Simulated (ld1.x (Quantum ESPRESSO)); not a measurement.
**An all-electron radial function and its pseudo partner (P (Z = 15))**

Columns: radius, all-electron u(r) and pseudo u(r) of the 3s shell (level -18.35 eV) of phosphorus in the configuration [Ne] 3s2 3p2.5; PBE, non-relativistic, ultrasoft scheme, ld1.x (Quantum ESPRESSO) 7.5.

```tsv
r (bohr)	all-electron	pseudo
0.090	0.1487	0.0809
0.180	-0.1303	0.1609
0.270	-0.3289	0.2390
0.360	-0.3815	0.3145
0.450	-0.3231	0.3864
0.540	-0.1996	0.4542
0.630	-0.0465	0.5170
0.720	0.1123	0.5745
0.810	0.2625	0.6262
0.900	0.3961	0.6717
0.990	0.5097	0.7108
1.080	0.6026	0.7434
1.170	0.6758	0.7694
1.260	0.7307	0.7889
1.350	0.7687	0.8019
1.440	0.7918	0.8086
1.530	0.8020	0.8090
1.620	0.8014	0.8035
1.710	0.7917	0.7920
1.800	0.7748	0.7748
1.890	0.7522	0.7522
1.980	0.7252	0.7252
2.070	0.6952	0.6952
2.160	0.6629	0.6629
2.250	0.6293	0.6293
2.340	0.5950	0.5950
```

**Question.** How many radial nodes do the two functions have?

**Answer.** The all-electron 3s function has n − l − 1 = 2; the pseudo-wave has 0, since the states of the same l below it are removed with the core.

**Question.** At about which radius was the pseudo-wave matched?

**Answer.** 1.80 bohr, where the columns begin to agree (steps of 0.09 bohr).

**Question.** Where does each function peak?

**Answer.** Outermost all-electron maximum near 1.53 bohr, pseudo maximum near 1.53 bohr (to the table’s step).

**Question.** Is the pseudo-wave norm-conserving?

**Answer.** No, it belongs to an ultrasoft set: the norm inside the radius is not constrained, and the difference is carried by the augmentation charge.
